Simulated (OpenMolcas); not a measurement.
Re4+: moving or changing the point charges

Re4+ among 5 point charges of -2 e arranged as a trigonal bipyramid (D3h), 2.11 Å from the ion, with the axial distance 2.194 Å.

- Program: OpenMolcas
- Method: CASSCF
- Basis: ANO-RCC-VDZP [7s6p4d2f1g]
- Scalar Hamiltonian: DKH2, point nucleus
- Active space: 3 electrons in 5 orbitals (5d)
- State averaging: 2S+1 = 4 even, 10 roots; 2S+1 = 2 even, 40 roots
- Spin-orbit coupling: RASSI with atomic mean-field integrals over the reference wave functions

Runs around this geometry, states (labels of D3, the rotations of D3h). Energies in cm-1 above the lowest state or level, χT in cm3 K/mol.

| R (Å) | q (e) | Axial / equatorial distance | Ground state | First state of that spin | First gap with spin-orbit (degeneracies) | χT at 300 K | First state of another spin |
| --- | --- | --- | --- | --- | --- | --- | --- |
| 2.11 | -1.3 | 1.04 | 4E | 4E 3318 | 759.7 (2, 2) | 0.113 | 2E 14482 |
| 1.91 | -2 | 1.04 | 4E | 4E 5716 | 1299 (2, 2) | 0.148 | 2E 14355 |
| 2.11 | -2 | 1.04 | 4E | 4E 4327 | 1087 (2, 2) | 0.121 | 2E 14494 |
| 2.25 | -2 | 1.04 | 4E | 4E 3442 | 916.4 (2, 2) | 0.113 | 2E 14494 |
| 2.11 | -2 | 1.12 | 4E | 4E 4982 | 444.6 (2, 2) | 0.130 | 2E 14053 |

Taking the first state of the same spin as R^-n, n = -ln(3442 / 5716) / ln(2.25 / 1.91) = 3.1 between the shortest and longest distance.

Scaling the charges by -1.3 / -2 = 0.65 scales the first state of the same spin by 3318 / 4327 = 0.77; with fixed orbitals a first-order splitting would follow the charge.

An orbital doublet at a regular site is open to a Jahn-Teller distortion, which this geometry leaves out. Without dynamic correlation the repulsion within the d shell is too large (B by tens of per cent), so at a given field states of lower spin stand too high. Spin-orbit coupling mixes the spin-free states strongly: the lowest level takes only 53 % from its leading state, 4E (figures for R = 2.11, q = -1.3, ratio = 1.04; the like holds for R = 2.11, q = -2, ratio = 1.04, R = 2.25, q = -2, ratio = 1.04, R = 2.11, q = -2, ratio = 1.12). This is an electrostatic model: the charges have no orbitals. No measured value stands beside these numbers.
